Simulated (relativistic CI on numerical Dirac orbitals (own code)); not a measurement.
Electric-dipole lines of Tc⁸⁺

These numbers are calculated, not measured: Dirac-Coulomb-Breit CI, orbitals from a KLI potential per configuration, model QED (radiative potential, 1s self-energy scaled to tabulated hydrogen-like ionisation energies), unscaled Slater integrals (own radial code, finite nucleus).

CI space (outside the closed core [Ar] 3d10): 4s2 4p5, 4s 4p6, 4s2 4p4 4d, 4s 4p5 4d, 4s2 4p4 4f, 4s 4p5 4f, 4s2 4p4 5s, 4p6 4d, 4s2 4p4 5p, 4s 4p4 4d2, 4s2 4p3 4d 5p, 4p6 5s, 4p5 4d2, 4p4 4d3, 4p4 4d2 4f, 4p4 4d2 5s. Double excitations out of closed p, d and f shells are left out; levels of such configurations are missing from the list, as are those of other unlisted configurations, and high levels can miss mixing partners. These lack a partner that the ground configuration has and come out too high: 4s2 4p4 5p.

| λ vac (Å) | Lower | Upper | A (s⁻¹) | gf | Branching (%) |
| --- | --- | --- | --- | --- | --- |
| 162.79 | 4s2 4p5 2P°_3/2 [1] | 4s2 4p4 5s 2P_3/2 [37] | 5.11e+10 | 8.12e-01 | 97.7 |
| 165.84 | 4s 4p6 2S_1/2 [3] | 4s 4p5 4d 2P°_1/2 [113] | 1.13e+11 | 9.30e-01 | 36.9 |
| 166.25 | 4s 4p6 2S_1/2 [3] | 4s 4p5 4d 2P°_3/2 [112] | 1.10e+11 | 1.82e+00 | 37.2 |
| 197.53 | 4s 4p6 2S_1/2 [3] | 4s2 4p4 4f 2P°_3/2 [79] | 1.17e+11 | 2.74e+00 | 66.9 |
| 198.66 | 4s 4p6 2S_1/2 [3] | 4s2 4p4 4f 2P°_1/2 [78] | 1.39e+11 | 1.65e+00 | 78.1 |
| 203.43 | 4s2 4p5 2P°_3/2 [1] | 4s2 4p4 4d 2P_1/2 [30] | 6.30e+10 | 7.82e-01 | 22.7 |
| 206.91 | 4s2 4p5 2P°_3/2 [1] | 4s2 4p4 4d 2D_5/2 [29] | 3.30e+11 | 1.27e+01 | 100.0 |
| 207.88 | 4s2 4p5 2P°_1/2 [2] | 4s2 4p4 4d 2D_3/2 [31] | 3.15e+11 | 8.17e+00 | 99.1 |
| 208.42 | 4s2 4p5 2P°_3/2 [1] | 4s2 4p4 4d 2P_3/2 [28] | 2.90e+11 | 7.55e+00 | 99.8 |
| 215.58 | 4s2 4p5 2P°_1/2 [2] | 4s2 4p4 4d 2P_1/2 [30] | 2.15e+11 | 3.00e+00 | 77.3 |
| 220.21 | 4s2 4p5 2P°_3/2 [1] | 4s2 4p4 4d 2S_1/2 [27] | 2.04e+11 | 2.97e+00 | 82.4 |
| 233.81 | 4s2 4p4 4d 2P_1/2 [10] | 4s2 4p4 4f 2D°_3/2 [99] | 6.61e+10 | 2.17e+00 | 51.1 |
| 234.51 | 4s2 4p5 2P°_1/2 [2] | 4s2 4p4 4d 2S_1/2 [27] | 4.34e+10 | 7.16e-01 | 17.6 |
| 236.13 | 4s2 4p4 4d 2D_5/2 [19] | 4s2 4p4 4f 2F°_7/2 [106] | 3.76e+10 | 2.51e+00 | 29.9 |
| 238.20 | 4s2 4p4 4d 4D_1/2 [7] | 4s2 4p4 4f 4F°_3/2 [84] | 3.94e+10 | 1.34e+00 | 36.0 |
| 238.77 | 4s2 4p4 4d 4D_5/2 [4] | 4s2 4p4 4f 4F°_5/2 [80] | 4.68e+10 | 2.40e+00 | 36.9 |
| 239.61 | 4s2 4p4 4d 4D_3/2 [6] | 4s2 4p4 4f 4F°_5/2 [80] | 5.89e+10 | 3.04e+00 | 46.4 |
| 240.04 | 4s2 4p4 4d 4F_3/2 [14] | 4s2 4p4 4f 2F°_5/2 [98] | 4.16e+10 | 2.16e+00 | 36.3 |
| 240.06 | 4s2 4p4 4d 2P_3/2 [18] | 4s2 4p4 4f 2D°_5/2 [102] | 4.71e+10 | 2.44e+00 | 44.3 |
| 240.80 | 4s2 4p4 4d 4D_5/2 [4] | 4s2 4p4 4f 4F°_7/2 [77] | 6.89e+10 | 4.79e+00 | 56.7 |
| 241.63 | 4s2 4p4 4d 4D_7/2 [5] | 4s2 4p4 4f 4F°_7/2 [77] | 3.41e+10 | 2.39e+00 | 28.1 |
| 243.10 | 4s2 4p4 4d 4D_7/2 [5] | 4s2 4p4 4f 4F°_9/2 [74] | 8.20e+10 | 7.27e+00 | 74.0 |
| 244.56 | 4s2 4p4 4d 4P_1/2 [12] | 4s2 4p4 4f 4D°_3/2 [94] | 4.41e+10 | 1.58e+00 | 31.7 |
| 244.77 | 4s2 4p4 4d 2D_3/2 [11] | 4s2 4p4 4f 4D°_5/2 [93] | 5.63e+10 | 3.03e+00 | 47.7 |
| 244.94 | 4s2 4p4 4d 2D_3/2 [25] | 4s2 4p4 4f 2F°_5/2 [111] | 4.84e+10 | 2.61e+00 | 60.3 |
| 252.67 | 4s2 4p4 4d 4P_5/2 [17] | 4s2 4p4 4f 2G°_7/2 [92] | 4.59e+10 | 3.51e+00 | 49.4 |
| 252.79 | 4s2 4p4 4d 4F_5/2 [13] | 4s2 4p4 4f 4G°_7/2 [87] | 5.79e+10 | 4.44e+00 | 70.8 |
| 252.88 | 4s2 4p4 4d 2D_3/2 [15] | 4s2 4p4 4f 4G°_5/2 [88] | 3.94e+10 | 2.27e+00 | 47.9 |
| 253.46 | 4s2 4p4 4d 2F_7/2 [16] | 4s2 4p4 4f 4G°_9/2 [89] | 7.56e+10 | 7.29e+00 | 83.8 |
| 253.58 | 4s2 4p4 4d 2F_5/2 [23] | 4s2 4p4 4f 2G°_7/2 [105] | 4.96e+10 | 3.83e+00 | 61.1 |
| 253.82 | 4s2 4p4 4d 2F_7/2 [24] | 4s2 4p4 4f 2F°_7/2 [106] | 3.69e+10 | 2.85e+00 | 29.4 |
| 253.83 | 4s2 4p4 4d 2D_5/2 [26] | 4s2 4p4 4f 2F°_7/2 [110] | 8.80e+10 | 6.80e+00 | 91.8 |
| 253.93 | 4s2 4p4 4d 4F_9/2 [8] | 4s2 4p4 4f 4G°_11/2 [75] | 7.84e+10 | 9.09e+00 | 99.8 |
| 253.93 | 4s2 4p4 4d 4F_9/2 [8] | 4s2 4p4 4f 4F°_9/2 [74] | 2.72e+10 | 2.63e+00 | 24.6 |
| 253.93 | 4s2 4p4 4d 2G_7/2 [20] | 4s2 4p4 4f 2H°_9/2 [97] | 7.05e+10 | 6.81e+00 | 92.7 |
| 254.04 | 4s2 4p4 4d 4F_7/2 [9] | 4s2 4p4 4f 2G°_9/2 [81] | 7.37e+10 | 7.13e+00 | 92.2 |
| 255.65 | 4s2 4p4 4d 2F_5/2 [22] | 4s2 4p4 4f 2G°_7/2 [96] | 4.14e+10 | 3.25e+00 | 42.1 |
| 256.16 | 4s2 4p4 4d 2G_9/2 [21] | 4s2 4p4 4f 2H°_11/2 [95] | 7.39e+10 | 8.73e+00 | 99.5 |
| 257.91 | 4s2 4p4 4d 2S_1/2 [27] | 4s 4p5 4d 2P°_3/2 [112] | 7.62e+10 | 3.04e+00 | 25.8 |
| 258.66 | 4s2 4p4 4d 2F_7/2 [24] | 4s2 4p4 4f 2G°_9/2 [104] | 6.48e+10 | 6.50e+00 | 78.0 |
| 278.62 | 4s2 4p4 4d 4F_9/2 [8] | 4s2 4p4 5p 4D°_7/2 [61] | 1.57e+10 | 1.46e+00 | 58.8 |
| 311.11 | 4s2 4p4 4d 2G_9/2 [21] | 4s 4p5 4d 2F°_7/2 [62] | 2.58e+10 | 3.00e+00 | 61.1 |
| 340.72 | 4s2 4p4 4d 4F_9/2 [8] | 4s 4p5 4d 4D°_7/2 [44] | 1.16e+10 | 1.62e+00 | 77.4 |
| 344.35 | 4s2 4p4 4d 4D_7/2 [5] | 4s 4p5 4d 4P°_5/2 [39] | 1.24e+10 | 1.32e+00 | 67.5 |
| 382.53 | 4s2 4p4 4d 4F_9/2 [8] | 4s 4p5 4d 4F°_9/2 [34] | 5.82e+09 | 1.28e+00 | 76.6 |

Terms are leading LS components. Brackets give the number of a level in order of energy, since labels repeat. The list gives strong lines, with weight on those to low levels, without lines whose two gauges differ by over a factor of 2.5, among the lowest 200 of 2211 levels, so that lines to higher ones, which can be the strongest, are missing. Levels whose partners in the same complex of configurations lie outside the list can be far off, and so can their lines. Rates are taken at the computed energies, electric ones in the length gauge.

At this charge configurations can still be misplaced by up to about 7 % of their energy.

LS names give the leading component of a level, which can be under half, so a name can repeat, a term be missing and a line seem to break the LS rules.
